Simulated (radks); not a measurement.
The numbers below are computed, except where a source is named.
Question: Mean orbital radii <r> (bohr) of neutral iron, [Ar] 3d6 4s2, of relativity; Dirac values are averaged over j with weights 2j + 1. Spin-unpolarised spherical Kohn-Sham, PBE, point nucleus unless stated (finite: rms radius 3.7377 fm), a radial shooting solver on a logarithmic mesh with Libxc functionals. A level marked "c x" has the speed of light scaled by that factor and shares open shells by 2j + 1; other Dirac levels either fill j = l - 1/2 first or share by 2j + 1.

shell  non-rel.
1s      0.05915
2s       0.2700
2p       0.2367
3s       0.8195
3p       0.8613
3d        1.132
4s        3.025

Give the values at the level "Dirac, c x 2".

Answer: 
shell  Dirac, c x 2  change of magnitude (%)
1s          0.05897                    -0.29
2s           0.2692                    -0.31
2p           0.2364                    -0.13
3s           0.8172                    -0.27
3p           0.8604                    -0.11
3d            1.135                    +0.18
4s            3.016                    -0.29
